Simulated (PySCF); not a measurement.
**Löwdin shares of the frontier orbitals**

Species: BH2Ph, C₆H₇B.
Structure used (PBE0-D3(BJ)/def2-SVP), in Å, numbered top down from 1:
```
atom  x, y, z in Å
B1     1.248    2.066   -0.002
H2     1.699    2.510    1.029
H3     1.425    2.671   -1.035
C4     0.455    0.746    0.001
C5     0.230    0.033    1.197
C6    -0.490   -1.156    1.204
C7    -1.003   -1.660    0.007
C8    -0.797   -0.977   -1.193
C9    -0.077    0.212   -1.192
H10    0.634    0.430    2.132
H11   -0.655   -1.696    2.140
H12   -1.570   -2.595    0.010
H13   -1.202   -1.377   -2.125
H14    0.086    0.750   -2.130
```

Method used: PySCF 2.14.0, density-fitted response routines, TDDFT CAM-B3LYP/def2-SVPD, vertical, gas phase, core orbitals frozen in the response.

Kohn–Sham orbitals with the atoms that hold most of them (Löwdin shares over 4%, at most four atoms; ? is withheld):

| orbital | ε (eV) | atoms |
| --- | --- | --- |
| HOMO-3 | -10.63 | B1 25%, C4 23%, C9 9%, C5 8% |
| HOMO-2 | -10.62 | B1 37%, H3 21%, H2 17%, C4 9% |
| HOMO-1 | -8.92 | C4 26%, C7 23%, C8 10%, C6 10% |
| HOMO | -8.77 | ? |
| LUMO | -0.98 | ? |
| LUMO+1 | 0.62 | C5 18%, C9 18%, C6 18%, C8 18% |
| LUMO+2 | 1.27 | B1 44%, C6 6%, C8 6%, C9 5% |

(1) Give the leading atoms of the HOMO.

(2) Which atoms hold the LUMO, and with what shares?

Results:

(1) C6 (bonded to 2 C and H) 20%; C8 (bonded to 2 C and H) 20%; C9 (bonded to 2 C and H) 20%; C5 (bonded to 2 C and H) 20%.

(2) B1 (bonded to C and 2 H) 34%; C4 (bonded to B and 2 C) 14%; C7 (bonded to 2 C and H) 12%; C9 (bonded to 2 C and H) 9%. By element: carbon 36% or more, boron 34%.

Within 0.005 eV of a neighbour in this list lie HOMO-3/HOMO-2 (point group found: C2v); within a degenerate set the shares of single atoms can hang on how the components are chosen.

How does S1 compare with the orbital gap of 7.79 eV?

S1 is at 4.77 eV (f = 0.025), 3.03 eV below the gap, made of HOMO→LUMO (86%), HOMO-1→LUMO+1 (12%). 

Give energy, strength and leading configuration of S1, S2, S5 and S6, and follow the Löwdin shares of the leading atoms from the occupied to the empty orbital.

- S1 (4.77 eV, f 0.025), HOMO→LUMO (86%): C6 20% → at most 9%, C8 20% → at most 9%, B1 at most 20% → 34%, C4 at most 20% → 14%
- S2 (5.28 eV, f 0.276), HOMO-1→LUMO (92%): C4 26% → 14%, C7 23% → 12%, B1 at most 11% → 34%
- S5 (6.52 eV, f 0.147), HOMO-1→LUMO+1 (72%): C4 26% → at most 18%, C7 23% → at most 18%, C5 at most 11% → 18%, C9 at most 11% → 18%
- S6 (6.70 eV, f 0.450), HOMO→LUMO+1 (85%): C6 20% → 18%, C8 20% → 18%, C5 20% → 18%, C9 20% → 18%

The run took 91 s (grids of density and orbitals included) on Intel Xeon 6975P-C, one thread, no GPU, shared host, and the process peaked at 1.1 GiB of memory.

One conformer stands for the species.
